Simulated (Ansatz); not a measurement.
A structure drawn as `BN([SiH2]C)[SiH2][SiH3]`, with this starting geometry:

```xyz
18

B     0.8345   -1.9275    0.2459
N     0.0576   -0.6471    0.4273
Si   -0.4063   -0.1143   -1.2101
C    -1.6298   -1.1714   -1.9541
Si    1.1708    0.5737    1.1413
Si    0.0523    2.3524    1.8552
H     0.4231   -2.9097    0.8327
H     1.8394   -2.0023   -0.3270
H     0.8479   -0.1125   -2.0957
H    -0.9193    1.2487   -1.1758
H    -1.2561   -2.2785   -2.0424
H    -1.9407   -0.8585   -2.9571
H    -2.5918   -1.2741   -1.2449
H     2.2056    0.9324    0.1673
H     1.8571   -0.0267    2.2941
H    -0.9508    1.9210    2.8236
H     0.9894    3.3009    2.5135
H    -0.5828    2.9935    0.7062
```

The species carries charge 0 and has multiplicity 1.

(1) Relax it with Ansatz at PBE-D4/def2-SVP and then PBE0-D4/def2-TZVP. Is the drawn bonding still there?

(2) Give the relaxed structure. (Estimate.)

Atoms count as bonded under 1.1 times the sum of their covalent radii (H–H under 0.85 Å, pairs among N, O and F under 1.55 Å), and a drawn bond as lost past 1.3 times.

Answers

(1) Yes, every drawn bond is still there and no new one forms.

(2) Computed: 
Z-matrix (Å, degrees):
```
Si
N 1 1.762
C 1 1.860 2 111.2
H 1 1.490 2 106.4 3 120.1
H 1 1.484 2 108.9 3 -122.6
B 2 1.407 1 117.8 3 72.3
Si 2 1.755 1 120.1 3 -105.2
H 3 1.093 1 110.6 2 179.8
H 3 1.093 1 111.0 2 59.9
H 3 1.093 1 110.5 2 -60.4
H 6 1.203 2 119.1 1 1.4
H 6 1.199 2 120.6 1 -178.4
Si 7 2.345 2 110.6 1 62.0
H 7 1.489 2 109.6 1 -58.2
H 7 1.485 2 108.4 1 -177.1
H 13 1.489 7 110.1 2 62.7
H 13 1.489 7 110.6 2 -56.7
H 13 1.488 7 110.5 2 -176.9
```
No frequency check was run.
